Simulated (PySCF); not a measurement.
Structure problem from calculated spectra and properties.

Formula: C4H5F4NO.

| Item | Value |
| --- | --- |
| NMR, other nuclei | isotropic shieldings of nuclei other than C and H, by class: -138 (1 N), 170 (1 O), 245 (3 F), 336 (1 F) ppm [GIAO PBE0/pcSseg-1] |
| 1H NMR | chemical shifts (computed TMS as zero) by class: 7.70 (1 H), 6.53 (1 H), 3.87 (3 H) ppm [GIAO PBE0/pcSseg-1] |
| Rotational structure | rotational constants A, B, C: 2.061, 0.918, 0.732 GHz [GFN2-xTB] |
| Dipole | 1.86 D [PBE0/pcSseg-1] |
| 13C NMR | chemical shifts (computed TMS as zero) by class: 158.7 (1 C), 130.4 (1 C), 102.8 (1 C), 44.2 (1 C) ppm [GIAO PBE0/pcSseg-1] |

Electronic properties: PySCF, gas phase, density fitting. Levels stand in brackets. Isolated species at its GFN2-xTB geometry (one conformer only). NMR classes are plain means over equivalent atoms (diastereotopic ones count apart unless rotation or inversion swaps them), as if these changed places fast.

Question: Give a SMILES that accounts for the data.

Answer: Numbering: `[CH3:1]/[N:2]=[CH:3]\[C@H:4]([F:5])[O:6][C:7]([F:8])([F:9])[F:10]`. Its formula, C4H5F4NO, gives 1 degree of unsaturation: 0 rings and 1 π bond in the structure found. 4 carbons fall into 4 classes; from least to most shielded: imine carbon [C3] (158.7 ppm), CF3 carbon [C7] (130.4 ppm), sp3 C–F carbon [C4] (102.8 ppm), N-methyl carbon [C1] (44.2 ppm). Hydrogen classes from least to most shielded: 1 H on an imine carbon, C3 (7.70 ppm), 1 H on an sp3 C–F carbon, C4 (6.53 ppm), 3 H on an N-methyl carbon, C1 (3.87 ppm, a mean of values up to 0.5 ppm apart in this geometry). The other shieldings belong to: -138 ppm, imine nitrogen [N2]; 170 ppm, ether oxygen [O6]; 245 ppm, fluorine of a CF3 group [F8/F9/F10]; 336 ppm, alkyl fluorine [F5]. The optimised geometry has point group C1 and is an asymmetric top. Structure: `C/N=C\[C@H](F)OC(F)(F)F`. The assignments are read from this structure; whether some other isomer fits the data as well wasn't checked. The mirror image fits equally.

Shape of the structure used: `[CH3:1]/[N:2]=[CH:3]\[C@H:4]([F:5])[O:6][C:7]([F:8])([F:9])[F:10]`: N2–C3–C4–F5 -173°, C3–C4–O6–C7 -167°, C4–O6–C7–F8 57°.
